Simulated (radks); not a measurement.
Fe, configuration [Ar] 3d6 4s2 (the NIST ground configuration).

Method: scalar-relativistic Kohn-Sham, PBE, spin-polarised, spherical densities, finite nucleus; open shells are filled with parallel spins first; Fermi nuclear charge, rms radius 3.7377 fm; computed with a radial shooting solver on a logarithmic mesh with Libxc functionals.

Energy parts (eV):
part                      energy
total                 -34628.704
kinetic                35042.955
electron-nucleus      -82810.870
Hartree                14655.152
exchange-correlation   -1515.941

Orbitals (lengths in bohr, moments of r in powers of bohr; <r^-3> diverges for s and p1/2):
[
 {"orbital": "1s down", "occ.": "1", "eigenvalue (eV)": "-6998.258", "<r^-3>": "-"},
 {"orbital": "1s up", "occ.": "1", "eigenvalue (eV)": "-6998.252", "<r^-3>": "-"},
 {"orbital": "2s up", "occ.": "1", "eigenvalue (eV)": "-819.9475", "<r^-3>": "-"},
 {"orbital": "2s down", "occ.": "1", "eigenvalue (eV)": "-818.0918", "<r^-3>": "-"},
 {"orbital": "2p up", "occ.": "3", "eigenvalue (eV)": "-698.4635", "<r^-3>": "480.1"},
 {"orbital": "2p down", "occ.": "3", "eigenvalue (eV)": "-697.0582", "<r^-3>": "481.5"},
 {"orbital": "3s up", "occ.": "1", "eigenvalue (eV)": "-95.5571", "<r^-3>": "-"},
 {"orbital": "3s down", "occ.": "1", "eigenvalue (eV)": "-91.2746", "<r^-3>": "-"},
 {"orbital": "3p up", "occ.": "3", "eigenvalue (eV)": "-61.5624", "<r^-3>": "60.08"},
 {"orbital": "3p down", "occ.": "3", "eigenvalue (eV)": "-57.3690", "<r^-3>": "59.17"},
 {"orbital": "3d up", "occ.": "5", "eigenvalue (eV)": "-8.8915", "<r^-3>": "5.015"},
 {"orbital": "4s up", "occ.": "1", "eigenvalue (eV)": "-5.6302", "<r^-3>": "-"},
 {"orbital": "3d down", "occ.": "1", "eigenvalue (eV)": "-5.2093", "<r^-3>": "4.599"},
 {"orbital": "4s down", "occ.": "1", "eigenvalue (eV)": "-4.8511", "<r^-3>": "-"}
]

The highest occupied level is 4s down at -4.851 eV. Summed over all electrons, <r^2> = 38.88 bohr^2, which gives a Langevin (diamagnetic) susceptibility term of -30.8 x 10^-6 cm^3/mol. Spin moment in Bohr magnetons: 4. The spin density at the nucleus is 0.079 e/bohr^3 (1s -0.014, 2s -2.030, 3s 0.982, 4s 1.141).
